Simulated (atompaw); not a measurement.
## What the settings do to the PAW (atompaw) potential of As (Z = 33)

Base potential:

- Element: As (Z = 33)
- Generator: atompaw 4.2.0.5
- Type: PAW
- Functional: PBEsol
- Relativity: scalar-relativistic
- Frozen core: [Ar]
- Valence charge: 15
- Reference configuration: 3d10 4s2 4p3
- Partial waves: 4s (bound): rc 1.45 bohr; 4s channel at 0.05 Ry: rc 2.05 bohr; 4p (bound): rc 2.05 bohr; 4p channel at 1.85 Ry: rc 2.05 bohr; 3d (bound): rc 1.35 bohr; 3d channel at -2.65 Ry: rc 1.35 bohr
- Local potential: bessel scheme, radius 1.45 bohr
- Core correction: smooth core density matched at 1.40 bohr
- Augmentation charge: sinc compensation charge, radius 1.90 bohr; PAW radius 2.05 bohr; waves and projectors: custom polynom vanderbiltortho

All-electron outer shells of the reference configuration (PBEsol, scalar-relativistic, ld1.x):

```csv
shell,level (eV),outermost node (bohr),outermost maximum (bohr)
3s,-189.91,0.25,0.52
3p,-133.47,0.22,0.52
3d,-40.64,–,0.47
4s,-14.50,0.73,1.61
4p,-5.20,0.78,1.97
```

Cutoffs, loose and tight: the cutoffs (Ry, on a coarse ladder) from which the occupation-weighted sum of valence levels, in a spherical-Bessel basis at the reference potential, stays within 10 and 1 mRy of its value at 400 Ry. They see the waves, projectors and local potential, not the compensation charge or the core. A dash means not determined.

| change | outcome | cutoff, loose | cutoff, tight | bound ghosts |
| --- | --- | --- | --- | --- |
| base | generated | 90 Ry | 140 Ry | none |
| augmentation sinc compensation charge, radius 1.84 bohr; PAW radius 2.05 bohr; waves and projectors: custom polynom vanderbiltortho | generated | 90 Ry | 140 Ry | none |
| wave 4s (bound): rc 1.45 bohr becomes 4s (bound): rc 1.28 bohr | failed: atompaw: The overlap operator has at least one negative eigenvalue! | – | – | – |
| augmentation sinc compensation charge, radius 1.90 bohr; PAW radius 2.05 bohr; waves and projectors: custom polynom gramschmidtortho | generated | 90 Ry | 140 Ry | none |
| core correction smooth core density matched at 2.00 bohr | generated | 90 Ry | 140 Ry | none |
| local potential bessel scheme, radius 1.72 bohr | failed: atompaw: The overlap operator has at least one negative eigenvalue! | – | – | – |
| wave 4s channel at 0.05 Ry: rc 2.05 bohr becomes 4s channel at 2.91 Ry: rc 2.05 bohr | generated | 90 Ry | 140 Ry | none |

Problem. What comes out with this change to the base: augmentation sinc compensation charge, radius 1.90 bohr; PAW radius 2.05 bohr; waves and projectors: custom rrkj gramschmidtortho?

Solution. outcome: generated; cutoff, loose: 70 Ry; cutoff, tight: 120 Ry; bound ghosts: none.
